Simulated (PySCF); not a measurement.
## P⁻ (phosphorus, charge -1) across methods

[Ne] 3s2 3p4, high-spin 3P determinant. All numbers are calculated (PySCF 2.14, scalar relativity by spin-free X2C-1e, in aug-cc-pVTZ-DK (6s5p3d2f, 50 functions)).

| method | E (hartree) | mean ε 3s β (eV) | mean ε 3p α (eV) | mean ε 3p β (eV) | Σ⟨r²⟩ (bohr²) | ⟨S²⟩ |
| --- | --- | --- | --- | --- | --- | --- |
| PBEsol | -341.3708 | -5.655 | 0.733 | 1.855 | 51.34 | 2.009 |
| PBE | -341.9647 | -5.664 | 0.723 | 1.814 | 51.36 | 2.008 |
| UHF | -341.51928 | -9.640 | -2.807 | -0.675 | 49.46 | 2.025 |
| wB97M-V | -342.0920 | -9.601 | -2.112 | -0.813 | 50.62 | 2.008 |
| LDA | -340.8430 | -5.909 | 0.635 | 1.756 | 51.76 | 2.009 |
| B97-3 | -342.0783 | -7.073 | -0.200 | 1.013 | 50.25 | 2.010 |
| r2SCAN | -342.0926 | -5.630 | 0.457 | 1.716 | 50.32 | 2.016 |
| PBE0 | -341.9912 | -6.881 | -0.230 | 1.039 | 49.89 | 2.009 |
| BHandHLYP | -342.1213 | -8.168 | -1.012 | 0.309 | 49.71 | 2.010 |

The highest occupied level is positive at PBEsol, PBE, LDA, B97-3, r2SCAN, PBE0, BHandHLYP: only the finite basis holds that electron, which in a density functional comes from self-interaction.
